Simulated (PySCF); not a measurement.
**Diatomics of Li with the alkali metals**

PBE with double-zeta basis sets in PySCF, for the lowest determinant that a PBE0 search found; no spin–orbit coupling. De refers to high-spin ground-configuration atoms. A positive dipole means M(−)Li(+).

```tsv
M	basis	state (unpaired electrons)	Re (Å)	ωe (cm⁻¹)	De (eV)	μ (D)
Li	def2-SVPD	singlet (closed shell)	2.783	322	0.89	n/a
Na	jorge-DZP-DKH	singlet (closed shell)	2.916	247	0.80	-0.23
K	x2c-SVPall	singlet (closed shell)	3.415	198	0.71	-2.52
Rb	def2-SVP	singlet (closed shell)	3.560	180	0.67	-3.00
Cs	def2-SVP	singlet (closed shell)	3.778	169	0.65	-4.03
```

The shortest bond is that of Li2 (2.783 Å), the longest that of CsLi (3.778 Å).

The rows differ in basis set, which adds steps of its own.

Down a group the atoms grow and get heavier, so bonds lengthen and wavenumbers fall; this series shows no clear exception.

Closed-shell solutions of metal pairs were not tested for spin polarisation, which can lower them a little. Spin–orbit coupling is left out.
